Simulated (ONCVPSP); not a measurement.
**What one change does to a pseudopotential (bismuth, ONCV)**

Bi (Z = 83), optimised norm-conserving Vanderbilt (ONCV), made with ONCVPSP 4.0.1 (PBE, scalar-relativistic). Core [Kr] 4d10 4f14, reference 5s2 5p6 5d10 6s2 6p1 (charge +2). Waves: 5s+6s: rc 1.15 bohr, ncon 4, nbas 8, qcut 9.9 1/bohr, 2 projectors; 5p+6p: rc 1.45 bohr, ncon 4, nbas 9, qcut 9.6 1/bohr, 3 projectors, debl 2.3 Ha; 5d: rc 1.60 bohr, ncon 3, nbas 7, qcut 9.8 1/bohr, 1 projector; f scattering state at 0.17 Ha: rc 1.65 bohr, ncon 3, nbas 7, qcut 6.6 1/bohr, 2 projectors, debl 0.7 Ha. Local part: polynomial inside 0.90 bohr (lpopt 5, dvloc0 0 Ha). Core correction: Teter function, fcfact 5.25, rcfact 1.2.

Change: local potential polynomial inside 1.15 bohr (lpopt 3, dvloc0 -1 Ha).

Cutoffs: the cutoffs (Ha) at which the residual kinetic energy of the hardest occupied pseudo-wave falls to 1 and 0.1 mHa per electron; they do not see the model core or the augmentation charge, which bear on the density cutoff. Errors are all-electron minus pseudo energies relative to the spin-unpolarised reference configuration.

**Question.** What does the change do?

**Answer.** The potential gets neither clearly harder nor softer (41 Ha and 48 Ha → 41 Ha and 48 Ha); the bound ghost in s disappears; of the 4 tests that both files solve, the error grows in 0 and shrinks in 1 by more than 15 % and 0.3 meV (median size 8.3 → 8.3 meV). In the separable form a ghost depends on how the local part lies against the semilocal potential of the channel, so the choice of the local part can create or remove one.

```csv
quantity,base,changed
"cutoff, loose",41 Ha,41 Ha
"cutoff, tight",48 Ha,48 Ha
bound ghosts,s,none
GHOST(+) flags under 300 eV,none,none
"error for 5s2 5p6 5d10 6s2 6p3, meV [ΔE -23.16 eV]",+9.9,+9.8
"error for 5s2 5p6 5d10 6s2 6p2, meV [ΔE -15.25 eV]",+6.8,+6.7
"error for 5s2 5p6 5d10 6s2 6p0, meV [ΔE 23.34 eV]",-11,-11
"error for 5s2 5p6 5d9 6s2 6p4, meV [ΔE 1.05 eV]",+1.8,+0.6
s: phases at 1.17 bohr within 0.05 rad from the reference energy up to (Ha; the scan ends near 5),to the end of the scan,to the end of the scan
p: phases at 1.47 bohr within 0.05 rad from the reference energy up to (Ha; the scan ends near 5),to the end of the scan,to the end of the scan
d: phases at 1.62 bohr within 0.05 rad from the reference energy up to (Ha; the scan ends near 5),1.4,1.7
f: phases at 1.68 bohr within 0.05 rad from the reference energy up to (Ha; the scan ends near 5),n/a,n/a
"rms error of d²Exc/dni dnj with the model core, mHa",1.00,1.00
```

 A true bound ghost makes a file unfit for plane-wave use even where its test errors are small: the radial tests pick states by their node count and pass the ghost by.
